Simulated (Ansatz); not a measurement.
Reaction (SMILES): [OH][Na] -> [OH][Na] as doublet, charge +1 + e-
Geometries: B3LYP-D3(BJ)/def2-TZVP minima from Ansatz (a program for electronic structure). A spin state is the lowest found, not a proven ground state.

Wanted: adiabatic ionisation energy (electronic energy difference), in eV. Cores are frozen in the correlated levels unless marked. UHF or UKS for open shells. No spin-orbit coupling. Non-relativistic. FCI takes restricted orbitals. CBS marks a two-point X^-3 extrapolation of the correlation energy; Hartree-Fock from the larger set.

```csv
level,program,adiabatic ionisation energy (eV)
PBE-D3(BJ)/def2-TZVPD,Ansatz + dftd3,8.00
BLYP-D3(BJ)/def2-TZVPD,Ansatz + dftd3,7.97
revPBE-D4/def2-TZVPD,Ansatz + dftd4,7.85
PBE0/6-31G*,Ansatz,7.20
PBE0/def2-SVP,Ansatz,7.30
r2SCAN0-D4/def2-TZVPD,Ansatz + dftd4,7.53
HSE06-D3(BJ)/def2-TZVPD,Ansatz + dftd3,7.71
CAM-B3LYP-D4/def2-TZVPD,Ansatz + dftd4,7.96
LC-wPBE/def2-TZVPD,Ansatz,7.85
CCSD/6-31G*,Ansatz,6.76
"CCSD/CBS(def2-TZVPP,def2-QZVPP)",Ansatz,7.64
CCSD(T)/6-31G,Ansatz,6.60
CCSD(T)/def2-QZVPP,Ansatz,7.68
FCI/6-31G,Ansatz,6.61
```
